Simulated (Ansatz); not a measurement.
C₄H₂F₂Hf (`C#[C][Hf]([F])([F])[C]#C`). Charge 0, multiplicity 1. Hf: def2 effective core potential.

| atom | x (Å) | y (Å) | z (Å) |
| --- | --- | --- | --- |
| C1 | 1.158 | 2.648 | -0.271 |
| C2 | 0.591 | 1.672 | 0.179 |
| Hf3 | -0.417 | -0.084 | 0.964 |
| F4 | -2.197 | 0.366 | 1.418 |
| F5 | 0.506 | -0.705 | 2.493 |
| C6 | -0.431 | -1.640 | -0.551 |
| C7 | -0.433 | -2.502 | -1.406 |
| H8 | 1.656 | 3.505 | -0.668 |
| H9 | -0.433 | -3.259 | -2.158 |

(1) What are the harmonic wavenumbers in cm⁻¹ at PBE0-D4/def2-TZVP (Ansatz, finite differences of forces, unscaled)? (Best estimate.)

(2) Is this a minimum?

(3) Give the ideal-gas thermochemistry at 298.15 K and 1 bar (rigid rotor, harmonic oscillator; point group C2v, symmetry number 2).

Answers

(1) Computed: 58, 78, 93, 113, 163, 191, 219, 221, 234, 437, 438, 655, 664, 737, 738, 743, 743, 2090, 2093, 3450, 3450.

(2) Yes, all 21 modes are real.

(3) Zero-point energy 105.3 kJ/mol; H(298) − E = 133.7 kJ/mol; entropy 417.1 J/(mol·K), of which translation 178.5, rotation 116.3, vibration 122.3; G(298) − E = 9.3 kJ/mol. Modes under 100 cm⁻¹ are hindered rotations or soft bends, so the harmonic entropy is rough.
